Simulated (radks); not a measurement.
Results of a calculation; reference values are marked as such.
Initial-state core-level shifts of the gold ion Au2+ when its valence configuration changes from [Xe] 4f14 5d9. Level of theory: Dirac Kohn-Sham, PBEsol, spin-unpolarised, spherical densities, point nucleus; open shells fill j = l - 1/2 first (a radial shooting solver on a logarithmic mesh with Libxc functionals). Shifts are changes of the shell-averaged eigenvalues in eV (positive: less bound).

| valence | 2p | 3s | 3p | 4p |
|---|---|---|---|---|
| 4f13.5 5d9 6s0.5 | -8.591 | -9.661 | -9.639 | -8.304 |
| 4f13 5d10 | -13.419 | -15.630 | -15.584 | -12.864 |
| 4f12.5 5d9 6s1.5 | -26.568 | -29.858 | -29.787 | -25.490 |
| 4f14 5d8 6p1 | -5.075 | -5.050 | -5.050 | -5.017 |
| 4f14 5d7 6p2 | -10.299 | -10.234 | -10.233 | -10.151 |
| 4f13 5d9 6s1 | -17.449 | -19.617 | -19.571 | -16.805 |
| 4f14 5d7 6s2 | -7.916 | -7.820 | -7.820 | -7.732 |
| 4f14 5d8 6s1 | -3.853 | -3.813 | -3.813 | -3.776 |
| 4f14 5d8.5 6s0.5 | -1.899 | -1.881 | -1.881 | -1.864 |
